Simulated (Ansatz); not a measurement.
**What each rung costs, and what it gives**

Saddle point of GeNH$_{7}$, singlet (GeH₄ + NH₃ → GeNH₅ ([NH2][GeH3]) + H₂; bonds formed: Ge1–N7, H2–H6; bonds broken: Ge1–H2, H6–N7), PBE0-D4/def2-TZVP structure:

```
9
angstrom
Ge -0.7807 -0.4401 -0.1795
H 0.8332 -1.2808 0.7684
H -0.5693 -1.5423 -1.2200
H -1.5387 -0.7706 1.1082
H -1.6711 0.6339 -0.9063
H 1.1820 -0.1662 0.5400
N 0.7602 0.8163 0.0458
H 0.5903 1.6097 0.6575
H 1.1941 1.1400 -0.8141
```

Barriers are electronic and count from the start structure reached by relaxing down the imaginary mode.

Computed with Ansatz 0.2.0 (basis: as named in each row); correlated methods freeze the cores. Filled d shells of the heavier atoms are correlated. The def2 sets are not built for correlating such inner shells, so the correlated values are less sure here. B3LYP uses VWN-RPA correlation. Extrapolation: Hartree–Fock as exp(−7.88 √X), correlation as X^−2.97.

Times are rough, for one single point on 2 threads of a shared host (Arm Neoverse V1).

The estimate by CCSD(T) at an estimated basis limit (MP2 extrapolated from triple and quadruple zeta, plus CCSD(T) − MP2 in triple zeta) is 55.92 kcal/mol.

| method | basis | time (s) | barrier (kcal/mol) | method less estimate |
| --- | --- | --- | --- | --- |
| HF | STO-3G | under 1 | 89.72 | 33.80 |
| PBE-D4 | STO-3G | under 1 | 55.04 | -0.88 |
| SPW92 | def2-SVP | under 1 | 37.82 | -18.10 |
| B3LYP-D4 | 6-31G | under 1 | 43.63 | -12.29 |
| PBE-D4 | def2-SVP | under 1 | 44.82 | -11.10 |
| SPW92 | def2-TZVPP | 1 | 40.49 | -15.43 |
| PBE0-D4 | def2-SVP | 1 | 49.47 | -6.45 |
| PBE-D4 | def2-TZVPP | 2 | 46.81 | -9.11 |
| BLYP-D4 | def2-TZVPP | 2 | 50.05 | -5.87 |
| PBE0-D4 | def2-TZVPP | 2 | 50.46 | -5.46 |
| B3LYP-D4 | def2-TZVPP | 2 | 52.93 | -2.99 |
| BHLYP-D4 | def2-TZVPP | 2 | 57.12 | 1.20 |
| CAM-B3LYP-D4 | def2-TZVPP | 3 | 54.48 | -1.44 |
| CCSD(T) | def2-SVP | 3 | 57.74 | 1.82 |
| RPA on PBE | def2-TZVPP | 4 | 55.10 | -0.82 |
| r2SCAN-D4 | def2-TZVPP | 4 | 50.19 | -5.73 |
| B2PLYP | def2-TZVPP | 4 | 54.95 | -0.97 |
| PBE-QIDH | def2-TZVPP | 4 | 53.62 | -2.30 |
| r2SCAN0-D4 | def2-TZVPP | 4 | 52.62 | -3.30 |
| wB97M-V | def2-SVP | 6 | 52.49 | -3.43 |
| wB97X-V | def2-TZVPP | 8 | 54.76 | -1.16 |
| B97M-V | def2-TZVPP | 8 | 51.92 | -4.00 |
| wB97M-V | def2-TZVPP | 8 | 54.06 | -1.86 |
| MP2 | def2-QZVPP | 17 | 55.12 | -0.80 |
| CCSD(T) | def2-TZVPP | 48 | 55.17 | -0.75 |

All methods are single points on the PBE0-D4 structures.

No T1 diagnostic of these runs exceeds 0.013.

Labels in which every atom is bracketed show which atoms are joined, not bond orders.
